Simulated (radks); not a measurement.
The numbers below are computed, except where a source is named.
Task: Neutral lithium, configuration 1s1 2s1 3s1 (not the ground configuration). Code: a radial shooting solver on a logarithmic mesh with Libxc functionals. Model: non-relativistic Kohn-Sham, r2SCAN, spin-polarised, spherical densities, point nucleus; open shells are filled with parallel spins first; meta-GGA in the generalised Kohn-Sham scheme. Some entries of the table are withheld. Estimate them.

| orbital | occ. | eigenvalue (eV) | <r> (bohr) |
|---|---|---|---|
| 1s up | 1 | -88.2578 | 0.5053 |
| 2s up | 1 | -9.4980 | (1) |
| 3s up | 1 | -1.6630 | 7.794 |

Result: 
(1) 2s up <r> (bohr): 2.514
